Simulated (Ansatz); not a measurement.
Consider the ligand exchange at the Si–S bond: `[OH][GaH][S][SiH3]` + H₂Te → `[SiH3][TeH]` + `[OH][GaH][SH]`.

Isolated molecules relaxed with PBE0-D4/def2-TZVP in Ansatz; ΔE leaves out vibrations. CCSD(T)/CBS adds triple-zeta CCSD(T) − MP2 to the extrapolated MP2 energy (def2 sets, frozen cores). DFT in def2-TZVPP. B3LYP here is the variant with VWN-RPA as its local correlation; programs differ in this. HSE06 is defined as in plane-wave codes. def2 core potentials past Kr. For Ga, Te outer-core shells are correlated without core-valence functions, which leaves a few kJ/mol of doubt a bond. Scalar relativity is left out up to krypton. One conformer a species, not always the lowest.

```
             level  ΔE (kJ/mol)  difference from CCSD(T)/CBS
       LDA (SPW92)          1.8                         -1.4
            PBE-D4          0.8                         -2.4
         revPBE-D4          3.2                          0.0
           BLYP-D4          5.0                          1.8
         r2SCAN-D4          3.7                          0.5
            B97M-V         10.6                          7.4
           PBE0-D4          1.6                         -1.6
          B3LYP-D4          5.0                          1.8
        r2SCANh-D4          3.5                          0.3
        r2SCAN0-D4          3.2                          0.0
          BHLYP-D4          6.5                          3.3
      CAM-B3LYP-D4          6.1                          2.9
           ωB97X-V          4.9                          1.7
           ωB97M-V          5.7                          2.5
            B2PLYP          2.2                         -1.0
          PBE-QIDH          2.2                         -1.0
               PBE         -2.7                         -5.9
              BLYP         -2.2                         -5.4
            r2SCAN          2.7                         -0.5
              PBE0         -1.5                         -4.7
           r2SCANh          2.4                         -0.8
           r2SCAN0          2.1                         -1.1
             HSE06         -1.6                         -4.8
             BHLYP          2.1                         -1.1
         CAM-B3LYP          2.9                         -0.3
           LC-ωPBE          2.3                         -0.9
RPA@PBE/def2-TZVPP          6.9                          3.7
       HF/def2-SVP          2.6                         -0.6
      MP2/def2-SVP          4.0                          0.8
     CCSD/def2-SVP          3.5                          0.3
  CCSD(T)/def2-SVP          4.2                          1.0
     HF/def2-TZVPP          3.0                         -0.2
    MP2/def2-TZVPP          4.6                          1.4
SCS-MP2/def2-TZVPP          5.4                          2.2
   CCSD/def2-TZVPP          5.5                          2.3
     HF/def2-QZVPP          2.6                         -0.6
    MP2/def2-QZVPP          2.7                         -0.5
SCS-MP2/def2-QZVPP          3.6                          0.4
      HF/CBS(def2)          2.5                         -0.7
    CCSD/CBS(def2)          2.4                         -0.8
       CCSD(T)/CBS          3.2                            0
```

Largest T1 diagnostic among the species: 0.014.

From BLYP to BHLYP (50 % exact exchange), in def2-TZVPP and without D4, ΔE moves by +4.2 kJ/mol. Leaving LDA and LC-ωPBE aside and taking each functional with its dispersion term where it has one, the values spread over 9.9 kJ/mol, from PBE-D4 to B97M-V. LDA lies +4.5 kJ/mol from PBE without D4. The D4 term adds +5.5 kJ/mol with B3LYP and +3.0 kJ/mol with PBE0; it sums over pairs of atoms, weighted by their polarisabilities, and B3LYP, whose exchange is more repulsive, gets the larger term.

CCSD(T)/CBS has its own doubt, a few kJ/mol and more with outer-core shells, so smaller differences from it don't rank the levels.
